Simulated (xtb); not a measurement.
Si(SH)(SiH3) (H₄SSi₂), SMILES [SiH3][Si]S (connectivity only; charge and spin as stated), neutral, multiplicity 1. All values are semi-empirical tight-binding results from xtb (GFN2-xTB unless named), good for trends rather than for accurate numbers. Geometry: GFN2-xTB. One conformer was computed; it need not be the lowest.

```
Quantity                                         Result
----------------------------------------  -------------
point group as xtb finds it                          Cs
orbital gap                                     1.78 eV
zero-point energy                         20.3 kcal/mol
G − E(el) at 298.15 K (modified RRHO)      1.3 kcal/mol
static polarisability (D4 model)             83.9 bohr³
solvation energy, GFN2-xTB/ALPB(water)    -0.8 kcal/mol
solvation energy, GFN2-xTB/ALPB(toluene)  -2.6 kcal/mol
```
